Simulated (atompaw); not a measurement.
# Building the PAW (atompaw) potential for selenium (Se) (PBE, scalar-relativistic).

atompaw 4.2.0.5 input, output lines left out:

```
Se 34
GGA-PBE scalarrelativistic loggrid 1500 logderivrange -5 5 251
4 4 3 0 0 0
4 1 2
0 0 0
c
c
c
v
c
c
v
c
2
1.75 1.40 1.35 1.20
y
-2.55
n
y
-1.35
n
y
0.5
n
custom rrkj vanderbiltortho sinc
bessel
1.75
1.75
1.75
1.75
1.45
```

Poles of the logarithmic derivatives, all-electron (AE) and pseudo (PS). s: poles at 0.8 (AE) and 0.8 (PS) Ry. p: poles at 2.6 (AE) and 2.6 (PS) Ry. d: poles at no energy (AE) and 4.6 (PS) Ry. Test radius 1.76 bohr.

* Cutoffs needed: 12 Ry and 25 Ry (the cutoffs (Ry, on a coarse ladder) from which the occupation-weighted sum of valence levels, in a spherical-Bessel basis at the reference potential, stays within 10 and 1 mRy of its value at 400 Ry)
* Ghost test: no extra level below or beside the all-electron valence levels (s, p, d, f tested) (spherical-Bessel basis up to 400 Ry, 20 bohr box)
* Lowest eigenvalue of the overlap operator: 0.39 (s channel)
* Overlap eigenvalues printed by atompaw (projector basis): 0.244, 0.608, 13.1, 2.32e+03, 6.31e+03
* Share of each valence orbital outside the PAW sphere: 4s 41 %, 4p 58 %
